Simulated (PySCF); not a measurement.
## How methods differ on the ionisation energy of Co

Co [Ar] 3d7 4s2 (4F) → Co+ [Ar] 3d8 (3F), as a difference of total energies. Computed with PySCF 2.14 in def2-SVP, with the non-relativistic Hamiltonian (point nucleus). Correlated levels: valence: [Ar] frozen. The calculations carry no spin-orbit coupling.

```
           method  ionisation energy (eV)
              UHF                   8.178
           r2SCAN                   7.634
              PBE                   7.709
    MP2 (valence)                   7.216
SCS-MP2 (valence)                   7.370
```

Task: How much does correlation contribute at MP2 (valence)?

Result: 7.216 − (8.178) = -0.962 eV, measured against UHF.

These non-relativistic numbers lack the scalar-relativistic shift.

Errors of the correlated levels include the incompleteness of this basis and the frozen core.

MP2 underrates the near-degeneracy of ns² with np² in the lower species.

For comparison: 7.869 eV (measured; NIST levels, between the centres of gravity of the two terms).
